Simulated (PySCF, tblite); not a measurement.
Isomers of C8H11NSi, one GFN2-xTB conformer each. Single-point energies are computed at PBE0/pcSseg-1 (PySCF, gas phase, no added dispersion term), electronic only.

**Question.** Rank them by PBE0/pcSseg-1 energy, lowest first (kJ/mol).
A. `[CH3:1]/[N:2]=[CH:3]/[C:4]1=[CH:5][C@@:6]2([SiH3:7])[CH:8]=[CH:9][C@@H:10]12` with N2–C3–C4–C5 178°
B. `[CH:1]#[C:2][CH2:3][CH2:4][Si@H:5]1[CH2:6][C@H:7]([C:8]#[N:9])[CH2:10]1` with C2–C3–C4–Si5 61°, C3–C4–Si5–C6 -174°
C. `[N:1]#[C:2][C:3](/[CH:4]=[CH:5]\[CH:6]1[CH2:7][CH2:8]1)=[CH:9]\[SiH3:10]` with C2–C3–C4–C5 1°, C4–C5–C6–C7 148°

**Answer.** C (0.0), B (18.7), A (123.4).

As drawn, the lowest has a three-membered ring and a C≡N group, which the highest lacks; the highest has a four-membered ring and a C=N bond, which the lowest lacks. GFN2-xTB itself gives, in the same order: 0.0, 73.3, 36.0. Both levels put the same isomer lowest; measured from each level's own lowest isomer, the values differ by up to 87.4 kJ/mol (C/N=C/C1=C[C@@]2([SiH3])C=C[C@@H]12: 36.0 against 123.4).

**Question.** Which frontier levels, dipoles and rotational constants go with these structures?

**Answer.** 
```
                             SMILES  HOMO (eV, PBE0/pcSseg-1)  LUMO (eV)  dipole (D)       A, B, C (MHz)
          N#CC(/C=C\C1CC1)=C\[SiH3]                     -6.81      -2.03        3.28  2994, 508.8, 452.5
          C#CCC[Si@H]1C[C@H](C#N)C1                     -7.97       0.11        5.08  2456, 598.4, 519.0
C/N=C/C1=C[C@@]2([SiH3])C=C[C@@H]12                     -6.79      -1.27        1.32  2700, 603.7, 553.4
```

**Question.** What happens when harmonic zero-point energies from GFN2-xTB frequencies are added?

**Answer.** 
```
                             SMILES  ZPE (kJ/mol)  electronic (kJ/mol)  with ZPE (kJ/mol)
          N#CC(/C=C\C1CC1)=C\[SiH3]         414.9                  0.0                0.0
          C#CCC[Si@H]1C[C@H](C#N)C1         426.7                 18.7               30.5
C/N=C/C1=C[C@@]2([SiH3])C=C[C@@H]12         412.9                123.4              121.4
```

The zero-point energies span 13.8 kJ/mol. The order is unchanged.

**Question.** As an exercise, what shares would exp(−E/RT) give at 500 K from these electronic energies alone (no entropy, no degeneracies)?

**Answer.** RT = 4.157 kJ/mol: N#CC(/C=C\C1CC1)=C\[SiH3] 98.9 %, C#CCC[Si@H]1C[C@H](C#N)C1 1.1 %, C/N=C/C1=C[C@@]2([SiH3])C=C[C@@H]12 under 0.1 %.
